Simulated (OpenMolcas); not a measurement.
Computed levels of 4d⁶ in ions with 42 electrons, in cm-1 above ⁵D₄.

- Program: OpenMolcas 26.06
- Method: MS-CASPT2, IPEA 0.25 Eh, imaginary shift 0.1 Eh
- Basis: ANO-RCC-VTZP
- Scalar Hamiltonian: DKH2, point nucleus
- Spin-orbit coupling: RASSI with atomic mean-field integrals over the reference wave functions, term energies averaged over their components

Active space for each ion: 6 electrons in 10 orbitals (4d 5d); closed shells correlated by CASPT2: 4s 4p.

```
 Level   Rh3+   Ag5+
   ⁵D₃   1507   2520
   ⁵D₂   2350   3760
   ⁵D₁   2920   4670
   ⁵D₀   3190   5090
³P₂(1)  18050  21840
   ³H₆  18450  22760
   ³H₅  18700  23020
³F₃(1)  20510  25480
³F₂(1)  21140  26390
```

Problem. Estimate ⁵D₀, ³P₂(1), ³H₆ for Pd4+ from its neighbours Rh3+ and Ag5+.

Solution. ⁵D₀ is fine structure, which grows about as the fourth power of a screened charge, so the fourth roots are averaged: ((3190^0.25 + 5090^0.25) / 2)^4 = 4057. The calculation gives 4130, so the estimate is off by -1.8 %.
³P₂(1) is another term, which grows about linearly with the charge: (18050 + 21840) / 2 = 19945. The calculation gives 19730, so the estimate is off by +1.1 %.
³H₆ is another term, which grows about linearly with the charge: (18450 + 22760) / 2 = 20605. The calculation gives 20350, so the estimate is off by +1.3 %.

Mixed levels, with the weight of the term that names them: Ag5+ ³H₅ (73 %), Ag5+ ³F₃(1) (75 %).

CASPT2 breaks the degeneracy within a term, and the mean is taken; among the terms shown or strongly mixed into the levels shown the widest spread is 350 cm-1 (4d⁶ ³G, Pd4+). Active for correlation alone: 5d; no level in the range computed is led by a configuration that fills it, so any true level of that kind is missing. Levels of configurations outside the active space are missing.

A number in round brackets counts repeated terms of one configuration in the order of the reference energies.
